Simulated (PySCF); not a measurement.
C₃H₇BFN, SMILES C(/B(N)F)=C\C.

Geometry optimised at ωB97X-D3(BJ)/def2-SVP. A frequency run showed that this geometry is not a minimum. The structure was generated by enumeration; whether it is a known compound was not checked. The values are those of a single conformer.

Vertical ionisation energy (IE) and electron affinity (EA) in eV. Rows of orbital energies are one-electron estimates. Where ΔSCF, EOM or ADC give a negative EA the extra electron is unbound and the value depends on the basis.

```tsv
level	IE	EA
−ε(HOMO), −ε(LUMO), B3LYP/def2-TZVP (PySCF)	___	___
−ε(HOMO), −ε(LUMO), PBE/def2-TZVP (PySCF)	6.13	1.52
```

Q: Complete the blanks. (The exact figures need the calculation; the answer reports its results.)

A: 
- −ε(HOMO), −ε(LUMO), B3LYP/def2-TZVP (PySCF), IE: 7.08
- −ε(HOMO), −ε(LUMO), B3LYP/def2-TZVP (PySCF), EA: 0.78
